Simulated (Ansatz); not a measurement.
`CN[AsH]O` and `CN[AsH]C` differ in one atom or group.

Ansatz, PBE0-D4/def2-TZVP geometries, multiplicity 1. Each molecule was computed in one conformer, which needn't be the lowest.

Scalar relativity is left out up to krypton.

| property | `CN[AsH]O` |
| --- | --- |
| LUMO energy (PBE/def2-TZVPP) / eV | -0.78 |
| LUMO energy (ωB97M-V/def2-TZVPP) / eV | 1.78 |
| HOMO–LUMO gap (ωB97M-V/def2-TZVPP) / eV | 11.16 |
| HOMO–LUMO gap (PBE/def2-TZVPP) / eV | 4.88 |
| size of the dipole moment (B3LYP/def2-TZVPP) / D | 1.52 |
| size of the dipole moment (PBE/def2-TZVPP) / D | 1.50 |

What does the change do to each property? (Best estimate.)

Computed: 
```
                                        property  `CN[AsH]C`  shift
               LUMO energy (PBE/def2-TZVPP) / eV       -0.41   0.37
           LUMO energy (ωB97M-V/def2-TZVPP) / eV        2.16   0.38
         HOMO–LUMO gap (ωB97M-V/def2-TZVPP) / eV       11.11  -0.05
             HOMO–LUMO gap (PBE/def2-TZVPP) / eV        4.88   0.00
size of the dipole moment (B3LYP/def2-TZVPP) / D        1.02  -0.50
  size of the dipole moment (PBE/def2-TZVPP) / D        1.07  -0.43
```

Dipoles are sizes alone; their direction can turn.

B3LYP here is the variant with VWN-RPA as its local correlation; programs differ in this.
